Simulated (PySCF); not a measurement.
**Input and output**

Er(BH4)3(H2O) (singlet in the valence; each metal's 4f electrons, 11 of them, lie in its core potential, out of spins and levels). PySCF 2.14.0, RKS PBE0, Er lcecp-1-TZVP with ECP57, B def2-TZVP, H def2-TZVP, O def2-TZVP; non-relativistic Hamiltonian with scalar-relativistic core potentials where named; density fitting; no spin-orbit coupling. Purpose: basis and core treatment f-in-core-III/TZVP.

```python
mol = gto.M(atom='''
Er     0.06726    -0.04343     0.08883
B      1.23673     1.77518     1.20382
H      1.84341     2.64809     1.77282
H      1.57556     0.62504     1.58722
H      1.42288     1.77799    -0.03500
H      0.00195     1.83759     1.38078
B     -1.67821    -1.23456     1.30030
H     -2.51555    -1.85218     1.90951
H     -1.64088    -0.02480     1.60605
H     -1.83887    -1.29075     0.05894
H     -0.51533    -1.67383     1.49640
B      1.30898    -1.26566    -1.60233
H      1.95047    -1.87637    -2.42032
H      0.12327    -1.65141    -1.51669
H      1.26272    -0.03506    -1.83549
H      1.78661    -1.36345    -0.44227
O     -1.41772     1.24321    -1.22844
H     -1.22501     2.06404    -1.69837
H     -2.36795     1.08385    -1.29277''',
    basis={'Er': 'lcecp-1-TZVP', 'B': 'def2-TZVP', 'H': 'def2-TZVP', 'O': 'def2-TZVP'},
    ecp={'Er': 'lcecp-1-TZVP'},
    charge=0, spin=0)
mf = dft.RKS(mol, xc='PBE0')
mf.grids.atom_grid = (75, 302)  # f atoms: unpruned, at least (60, 302)
mf = mf.density_fit()  # fitting sets: Er AutoAux, B def2-universal-JKFIT, H def2-universal-JKFIT, O def2-universal-JKFIT
mf.conv_tol = 1e-08; mf.max_cycle = 55
mf.kernel(dm0)  # dm0: free metal ions and neutral atoms
mf.nuc_grad_method().kernel()
```

Run from Python with OMP_NUM_THREADS=4; the lines above give its settings. Where DIIS fails, smearing, a level shift and second-order steps follow.
It took 41 s on 4 threads of Arm Neoverse V1 (shared host).

Where do the frontier levels lie, over both spins?

HOMO -8.99 eV, LUMO -1.51 eV. The 4f levels lie in the core potential and are missing.

What are the Mulliken charges and spins?


```tsv
atom	charge (e)	spin (e)
Er1	0.902	0.000
B2	-0.365	0.000
H3	0.030	0.000
H4	-0.011	0.000
H5	-0.005	0.000
H6	0.004	0.000
B7	-0.370	0.000
H8	0.030	0.000
H9	0.012	0.000
H10	-0.010	0.000
H11	-0.007	0.000
B12	-0.358	0.000
H13	0.029	0.000
H14	0.003	0.000
H15	-0.013	0.000
H16	-0.003	0.000
O17	-0.640	0.000
H18	0.383	0.000
H19	0.388	0.000
```
The spin of the 4f electrons in the core isn't counted.

What forces act on the atoms (eV/Å)?


```
Er  -0.04  0.03 -0.02
B    0.07  0.10  0.07
H   -0.15 -0.22 -0.14
H   -0.02  0.15 -0.03
H   -0.01  0.01  0.15
H    0.16  0.01 -0.02
B   -0.10 -0.07  0.07
H    0.21  0.15 -0.16
H   -0.02 -0.15 -0.03
H    0.00  0.00  0.15
H   -0.15  0.03 -0.01
B    0.08 -0.07 -0.09
H   -0.16  0.16  0.21
H    0.16  0.03 -0.02
H    0.02 -0.16  0.01
H   -0.04  0.00 -0.15
O   -0.21  0.17 -0.16
H    0.00 -0.16  0.11
H    0.20 -0.01  0.05
```
Forces carry noise of the integration grid, about 0.01 to 0.03 eV/Å.

The geometry was relaxed with PBE0 (Er lcecp-1-SVP with ECP57, B def2-SVP, H def2-SVP, O def2-SVP).

An lcecp potential fixes the number of 4f electrons, so in runs with it no electron can move into or out of that shell.
